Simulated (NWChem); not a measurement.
System: CrN2H2Cl2; SMILES [NH]=[Cr](=[NH])([Cl])[Cl]

Input file for NWChem:

```
start job
memory heap 200 mb stack 900 mb global 1100 mb
geometry units angstroms noautoz
  Cr     0.000000     0.000000    -0.227960
  N      0.000000    -1.274639    -1.150724
  H      0.000000    -1.679434    -2.091285
  N      0.000000     1.274639    -1.150724
  H      0.000000     1.679434    -2.091285
  Cl    -1.828997     0.000000     0.896125
  Cl     1.828997     0.000000     0.896125
end
basis spherical
  * library 3-21g
end
dft
  xc xtpss03 ctpss03
  iterations 150
  mulliken
end
task dft energy
```

Parts of the log:

```
             Northwest Computational Chemistry Package (NWChem) 7.3.0
             --------------------------------------------------------

 C2V symmetry detected

                             Geometry "geometry" -> ""
                             -------------------------

 Output coordinates in angstroms (scale by  1.889725989 to convert to a.u.)

  No.       Tag          Charge          X              Y              Z
 ---- ---------------- ---------- -------------- -------------- --------------
    1 Cr                  24.0000     0.00000000     0.00000000    -0.29153438
    2 N                    7.0000     0.00000000    -1.27463900    -1.21429838
    3 H                    1.0000     0.00000000    -1.67943400    -2.15485938
    4 N                    7.0000     0.00000000     1.27463900    -1.21429838
    5 H                    1.0000     0.00000000     1.67943400    -2.15485938
    6 Cl                  17.0000    -1.82899700     0.00000000     0.83255062
    7 Cl                  17.0000     1.82899700     0.00000000     0.83255062

 Effective nuclear repulsion energy (a.u.)     478.5103938959

      Symmetry information
      --------------------

 Group name             C2v
 Group number             16
 Group order               4
 No. of unique centers     4

                                 NWChem DFT Module
                                 -----------------

 Summary of "ao basis" -> "ao basis" (spherical)
 ------------------------------------------------------------------------------
       Tag                 Description            Shells   Functions and Types
 ---------------- ------------------------------  ------  ---------------------
 Cr                          3-21g                  11       27   5s4p2d
 N                           3-21g                   5        9   3s2p
 H                           3-21g                   2        2   2s
 Cl                          3-21g                   7       13   4s3p

      Symmetry analysis of basis
      --------------------------

        a1         32
        a2          7
        b1         18
        b2         18

            General Information
            -------------------
          SCF calculation type: DFT
          Wavefunction type:  closed shell.
          No. of atoms     :     7
          No. of electrons :    74
           Alpha electrons :    37
            Beta electrons :    37
          Charge           :     0
          Spin multiplicity:     1
          Use of symmetry is: on ; symmetry adaption is: on
          Maximum number of iterations: 150
          AO basis - number of functions:    75
                     number of shells:    39
          Convergence on energy requested:  1.00D-06
          Convergence on density requested:  1.00D-05
          Convergence on gradient requested:  5.00D-04

              XC Information
              --------------
                  TPSS metaGGA Exchange Functional  1.000
             TPSS03 metaGGA Correlation Functional  1.000

             Grid Information
             ----------------
          Grid used for XC integration:  medium
          Radial quadrature: Mura-Knowles
          Angular quadrature: Lebedev.
          Tag              B.-S. Rad. Rad. Pts. Rad. Cut. Ang. Pts.
          ---              ---------- --------- --------- ---------
          Cr                  1.40      112           9.0       590
          N                   0.65       49           8.0       434
          H                   0.35       45          10.0       434
          Cl                  1.00       88          10.0       590
          Grid pruning is: on
          Number of quadrature shells:   294
          Spatial weights used:  Erf1

      Superposition of Atomic Density Guess
      -------------------------------------

 Sum of atomic energies:       -2061.63502661

      Non-variational initial energy
      ------------------------------

 Total energy =   -2062.139090
 1-e energy   =   -3796.212586
 2-e energy   =    1255.563103
 HOMO         =      -0.336829
 LUMO         =      -0.004362

      Symmetry analysis of molecular orbitals - initial
      -------------------------------------------------

  Numbering of irreducible representations:

     1 a1          2 a2          3 b1          4 b2

  Orbital symmetries:

     1 a1          2 a1          3 b1          4 a1          5 b2
     6 a1          7 b1          8 a1          9 b2         10 a1
    11 b1         12 b1         13 a1         14 b2         15 b1
    16 a1         17 a2         18 a1         19 b2         20 a1
    21 b1         22 a1         23 b2         24 a1         25 b1
    26 a1         27 b2         28 a1         29 b1         30 a1
    31 a2         32 b2         33 b1         34 a1         35 b1
    36 a2         37 b2         38 a1         39 a1         40 a2
    41 b1         42 a1         43 b2         44 a1         45 b1
    46 b2         47 b2

     ---------------------------------------------
      Total Density - Mulliken Population Analysis
     ---------------------------------------------

    Atom       Charge   Shell Charges
 -----------   ------   -------------------------------------------------------
    1 Cr  24    20.61   2.00  2.00  6.00  2.00  5.96  0.27  0.49  0.03  0.03  0.57  1.26
    2 N    7     8.43   1.99  0.44  2.07  1.36  2.57
    3 H    1     0.59   0.36  0.23
    4 N    7     8.43   1.99  0.44  2.07  1.36  2.57
    5 H    1     0.59   0.36  0.23
    6 Cl  17    17.68   2.00  1.96  5.91  1.14  3.23  0.86  2.57
    7 Cl  17    17.68   2.00  1.96  5.91  1.14  3.23  0.86  2.57

[...]
```

Level: TPSS/3-21G. Structure relaxed at the PBE0/def2-SVP level. Not confirmed as a minimum by frequencies.
